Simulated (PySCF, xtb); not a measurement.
C₃H₈N₂Si, SMILES C[Si@@]1(C=NC1)N. Other conformers were not sampled.

Harmonic wavenumbers (cm⁻¹) from GFN2-xTB in xtb at its own minimum, in rising order: 100, 107, 130, 181, 189, 230, 364, 410, 504, 629, 682, 738, 797, 819, 826, 847, 863, 928, 1001, 1091, 1159, 1220, 1369, 1457, 1484, 1484, 1503, 1633, 2964, 2983, 3037, 3044, 3055, 3059, 3478, 3520.

### Question
What does PBE0-D3(BJ)/def2-SVP (PySCF) give at its own minimum? (The exact figures need the calculation; the answer reports its results.)

### Answer
113, 136, 150, 212, 237, 275, 349, 376, 491, 650, 665, 696, 775, 784, 821, 865, 909, 915, 982, 1138, 1181, 1260, 1280, 1418, 1427, 1430, 1540, 1650, 3057, 3071, 3126, 3131, 3159, 3171, 3625, 3728. Paired by order, the mean absolute difference is 50 cm⁻¹ and the zero-point energies are 68.5 and 69.8 kcal/mol.
